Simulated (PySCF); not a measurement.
CH₃F₃OSi, SMILES C(O)[Si](F)(F)F. Atoms are numbered in the order given.

```xyz
9

O     -2.2634     0.3495    -0.0358
C     -1.3389    -0.6993     0.1375
Si     0.4056    -0.0737    -0.0228
F      0.8327     0.2708    -1.5272
F      1.4909    -1.1032     0.5554
F      0.5170     1.2888     0.8248
H     -2.1082     1.0078     0.6510
H     -1.4603    -1.2370     1.0999
H     -1.5335    -1.4475    -0.6480
```

Geometry optimised at PBE0-D3(BJ)/def2-SVP. One conformer was computed; it need not be the lowest.

Level of theory: PBE/pcSseg-1 run with PySCF.

GIAO shieldings, no solvent; atoms alike by connectivity are averaged. δ = σ(ref) − σ: ¹⁷O against H2O (σ = 334.3 ppm); ¹³C against TMS (σ = 182.0 ppm); ²⁹Si against TMS (σ = 335.4 ppm); ¹⁹F against CFCl3 (σ = 133.6 ppm); ¹H against TMS (σ = 31.49 ppm), references at their B3LYP-D3(BJ)/def2-TZVP geometries, non-relativistic.

```json
[
 {"atoms": "O1", "nucleus": "¹⁷O", "count": "1", "δ (ppm)": "-3.5"},
 {"atoms": "C2", "nucleus": "¹³C", "count": "1", "δ (ppm)": "[?]"},
 {"atoms": "Si3", "nucleus": "²⁹Si", "count": "1", "δ (ppm)": "[?]"},
 {"atoms": "F4, F5, F6", "nucleus": "¹⁹F", "count": "3", "δ (ppm)": "-173.5"},
 {"atoms": "H8, H9", "nucleus": "¹H", "count": "2", "δ (ppm)": "[?]"},
 {"atoms": "H7", "nucleus": "¹H", "count": "1", "δ (ppm)": "-0.39"}
]
```

Task: Some entries are withheld; supply them. (The exact figures need the calculation; the answer reports its results.)

Result: 
- H8, H9, δ (ppm): 4.04
- C2, δ (ppm): 53.4
- Si3, δ (ppm): -55.6
